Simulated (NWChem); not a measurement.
The numbers come from NWChem runs, not from measurements. System: H₂Pb, charge 0, spin multiplicity 1, at a geometry optimised with B3LYP/def2-SVP with def2 effective core potentials on Pb. The structure started from a generated list of species. Level: G0W0@PBE0/def2-SVP with def2 effective core potentials on Pb, RI basis def2-svp-rifit, no spin-orbit coupling.

NWChem printed:

```
             Northwest Computational Chemistry Package (NWChem) 7.3.0
             --------------------------------------------------------

                                NWChem Input Module
                                -------------------

 Scaling coordinates for geometry "geometry" by  1.889725989
 (inverse scale =  0.529177249)

 Turning off AUTOSYM since
 SYMMETRY directive was detected!

                             Geometry "geometry" -> ""
                             -------------------------

 Output coordinates in angstroms (scale by  1.889725989 to convert to a.u.)

  No.       Tag          Charge          X              Y              Z
 ---- ---------------- ---------- -------------- -------------- --------------
    1 Pb                  82.0000     0.00000000     0.00000000    -0.03141600
    2 H                    1.0000     1.32117700     0.00000000     1.28805300
    3 H                    1.0000    -1.32117700     0.00000000     1.28805300

 Effective nuclear repulsion energy (a.u.)      46.6785138478

            Nuclear Dipole moment (a.u.)
            ----------------------------
        X                 Y               Z
 ---------------- ---------------- ----------------
     0.0000000000     0.0000000000    -0.0000113384

      Symmetry information
      --------------------

 Group name             C2v
 Group number             16
 Group order               4
 No. of unique centers     2

      Symmetry unique atoms

     1    2


 Summary of "ao basis" -> "" (spherical)
 ------------------------------------------------------------------------------
       Tag                 Description            Shells   Functions and Types
 ---------------- ------------------------------  ------  ---------------------
 *                          def2-svp                  on all atoms

 Summary of "ri basis" -> "" (spherical)
 ------------------------------------------------------------------------------
       Tag                 Description            Shells   Functions and Types
 ---------------- ------------------------------  ------  ---------------------
 *                       def2-svp-rifit               on all atoms

                                 NWChem DFT Module
                                 -----------------

 Summary of "ao basis" -> "ao basis" (spherical)
 ------------------------------------------------------------------------------
       Tag                 Description            Shells   Functions and Types
 ---------------- ------------------------------  ------  ---------------------
 Pb                         def2-svp                10       26   4s4p2d
 H                          def2-svp                 3        5   2s1p

 Summary of "ao basis" -> "ao basis" (spherical)
 ------------------------------------------------------------------------------
       Tag                 Description            Shells   Functions and Types
 ---------------- ------------------------------  ------  ---------------------
 Pb                         def2-svp                10       26   4s4p2d
 H                          def2-svp                 3        5   2s1p

      Symmetry analysis of basis
      --------------------------

        a1         16
        a2          3
        b1         10
        b2          7

            General Information
            -------------------
          SCF calculation type: DFT
          Wavefunction type:  closed shell.
          No. of atoms     :     3
          No. of electrons :    24
           Alpha electrons :    12
            Beta electrons :    12
          Charge           :     0
          Spin multiplicity:     1
          Use of symmetry is: on ; symmetry adaption is: on
          Maximum number of iterations: 100
          This is a Direct SCF calculation.
          AO basis - number of functions:    36
                     number of shells:    16
          Convergence on energy requested:  1.00D-06
          Convergence on density requested:  1.00D-05
          Convergence on gradient requested:  5.00D-04

              XC Information
              --------------
                         PBE0 Method XC Functional
                     Hartree-Fock (Exact) Exchange  0.250
[...]
 Vector   10  Occ=2.000000D+00  E=-5.204375D-01  Symmetry=a1
              MO Center=  6.4D-16, -1.3D-16,  3.0D-01, r^2= 1.9D+00
   Bfn.  Coefficient  Atom+Function         Bfn.  Coefficient  Atom+Function
  ----- ------------  ---------------      ----- ------------  ---------------
     3      0.812963  1 Pb s                  1     -0.578127  1 Pb s
     4      0.262942  1 Pb s                 27      0.142458  2 H  s
    32      0.142458  3 H  s                  2     -0.069276  1 Pb s
    13      0.066965  1 Pb pz                28      0.050655  2 H  s
    33      0.050655  3 H  s                 21     -0.026329  1 Pb d  2

 Vector   11  Occ=2.000000D+00  E=-2.834831D-01  Symmetry=b1
              MO Center=  1.2D-16,  6.4D-17,  8.2D-01, r^2= 3.0D+00
   Bfn.  Coefficient  Atom+Function         Bfn.  Coefficient  Atom+Function
  ----- ------------  ---------------      ----- ------------  ---------------
    11      0.371212  1 Pb px                27      0.294627  2 H  s
    32     -0.294627  3 H  s                 28      0.227296  2 H  s
    33     -0.227296  3 H  s                 14      0.180752  1 Pb px
    20      0.160702  1 Pb d  1               8     -0.136866  1 Pb px
     5     -0.134203  1 Pb px                25     -0.042772  1 Pb d  1

 Vector   12  Occ=2.000000D+00  E=-2.452118D-01  Symmetry=a1
              MO Center=  6.6D-16, -3.5D-16,  2.3D-01, r^2= 3.4D+00
   Bfn.  Coefficient  Atom+Function         Bfn.  Coefficient  Atom+Function
  ----- ------------  ---------------      ----- ------------  ---------------
    13     -0.402755  1 Pb pz                 3      0.376038  1 Pb s
     4      0.269784  1 Pb s                 16     -0.249901  1 Pb pz
     1     -0.245846  1 Pb s                 27     -0.238361  2 H  s
    32     -0.238361  3 H  s                 28     -0.211317  2 H  s
    33     -0.211317  3 H  s                 10      0.147826  1 Pb pz

 Vector   13  Occ=0.000000D+00  E=-1.037336D-01  Symmetry=b2
              MO Center= -2.4D-15, -9.8D-16, -1.4D-02, r^2= 3.6D+00
   Bfn.  Coefficient  Atom+Function         Bfn.  Coefficient  Atom+Function
  ----- ------------  ---------------      ----- ------------  ---------------
    15      0.601101  1 Pb py                12      0.542815  1 Pb py
     9     -0.191703  1 Pb py                 6     -0.186571  1 Pb py

 Vector   14  Occ=0.000000D+00  E= 2.251224D-02  Symmetry=b1
              MO Center=  8.6D-15, -2.2D-16, -2.8D-02, r^2= 5.1D+00
   Bfn.  Coefficient  Atom+Function         Bfn.  Coefficient  Atom+Function
  ----- ------------  ---------------      ----- ------------  ---------------
    14      1.062740  1 Pb px                28     -0.747409  2 H  s
    33      0.747409  3 H  s                 11      0.366320  1 Pb px
    27     -0.191797  2 H  s                 32      0.191797  3 H  s
    20     -0.178033  1 Pb d  1               8     -0.123093  1 Pb px
     5     -0.118829  1 Pb px                25      0.025369  1 Pb d  1

 Vector   15  Occ=0.000000D+00  E= 4.567319D-02  Symmetry=a1
              MO Center=  1.3D-14, -3.6D-16,  4.4D-04, r^2= 5.3D+00
   Bfn.  Coefficient  Atom+Function         Bfn.  Coefficient  Atom+Function
  ----- ------------  ---------------      ----- ------------  ---------------
    16      1.116056  1 Pb pz                28     -0.926728  2 H  s
    33     -0.926728  3 H  s                  3      0.627641  1 Pb s
     4      0.525055  1 Pb s                 13      0.323286  1 Pb pz
     1     -0.298832  1 Pb s                 27     -0.164927  2 H  s
    32     -0.164927  3 H  s                 21      0.109682  1 Pb d  2

 center of mass
 --------------
 x =   0.00000000 y =   0.00000000 z =  -0.03543393

 moments of inertia (a.u.)
 ------------------
          12.411446056864           0.000000000000           0.000000000000
           0.000000000000          24.975644974572           0.000000000000
           0.000000000000           0.000000000000          12.564198917707

     Multipole analysis of the density
     ---------------------------------

     L   x y z        total         alpha         beta         nuclear
     -   - - -        -----         -----         ----         -------
     0   0 0 0     -0.000000    -12.000000    -12.000000     24.000000

     1   1 0 0      0.000000      0.000000      0.000000      0.000000
     1   0 1 0     -0.000000     -0.000000     -0.000000      0.000000
     1   0 0 1     -0.556156     -2.059102     -2.059102      3.562047

     2   2 0 0    -24.425090    -18.445869    -18.445869     12.466647
     2   1 1 0      0.000000      0.000000      0.000000      0.000000
     2   1 0 1     -0.000000     -0.000000     -0.000000      0.000000
     2   0 2 0    -19.185811     -9.592906     -9.592906      0.000000
     2   0 1 1      0.000000      0.000000      0.000000      0.000000
     2   0 0 2    -25.488483    -18.707694    -18.707694     11.926906

 Task  times  cpu:        0.6s     wall:        0.6s

                                NWChem Input Module
                                -------------------

                                 NWChem GW Module
                                 ----------------

                             ***********************
                             ***        GW       ***
                             ***********************

 Summary of "ri basis" -> "ri basis" (spherical)
 ------------------------------------------------------------------------------
       Tag                 Description            Shells   Functions and Types
 ---------------- ------------------------------  ------  ---------------------
 Pb                      def2-svp-rifit             31      121   9s8p7d5f2g
 H                       def2-svp-rifit              6       14   3s2p1d

                 Memory Information
                 ------------------
          Available GA per process is          1700.0 MBs
          Available stack per process is        700.0 MBs
          Available heap per process is           0.0 MBs

          Peak memory in Initialization
              Peak GA per process is                  0.7 MBs
              Peak stack per process is               0.0 MBs
              Peak heap per process is                0.8 MBs
              Memory not in MA per process            0.0 MBs

          Peak memory in AFF Calculation
              Peak GA per process is                  1.5 MBs
              Peak stack per process is               0.6 MBs
              Peak heap per process is                0.0 MBs
              Memory not in MA per process            0.6 MBs

          Computing 2-center integrals
          Computing Inverse Cholesky factor
          Computing 3-center integrals
          Computing V_xc ...

          Computing Sigma_x
          Computing RPA polarizability
          Solving quasiparticle equations

                  Alpha Orbitals
          State     Energy (eV)     Error (eV)
          -----------------------------------
@GW         9        -25.109           0.002
@GW        10        -14.941           0.004
@GW        11         -9.656           0.004
@GW        12         -8.531           0.004
@GW        13         -0.357           0.002
@GW        14          2.931           0.004

   Applying  -1.8583 eV scissor-shift to rest of particle states

   Applying   2.4659 eV scissor-shift to rest of hole states

     GW Timing Statistics
   ------------------------
   Init.   :          0.0s
     ERIs  :          0.0s
     Distr.:          0.0s
     Vxc   :          0.1s
   Sigma_x :          0.0s
   RPA     :          0.0s
   Wmn     :          0.0s
   Sigma_c :          0.0s
   GW total:          0.2s

 Task  times  cpu:        0.2s     wall:        0.2s

 Total times  cpu:        0.8s     wall:        0.8s
```

Problem. Write an NWChem input that would produce this output.

Solution. This is not unique; one that fits is 
```
start mol
memory heap 200 mb stack 700 mb global 1700 mb
geometry units angstroms nocenter noautoz
  Pb     0.000000     0.000000    -0.031416
  H      1.321177     0.000000     1.288053
  H     -1.321177     0.000000     1.288053
  symmetry group C2v
end
basis spherical
  * library def2-svp
end
ecp
  Pb library def2-ecp
end
basis "ri basis" bse spherical
  * library def2-svp-rifit
end
dft
  xc pbe0
  iterations 100
  direct
  tolerances tight
end
task dft energy
gw
  states alpha occ 4 vir 2
end
task dft gw
```
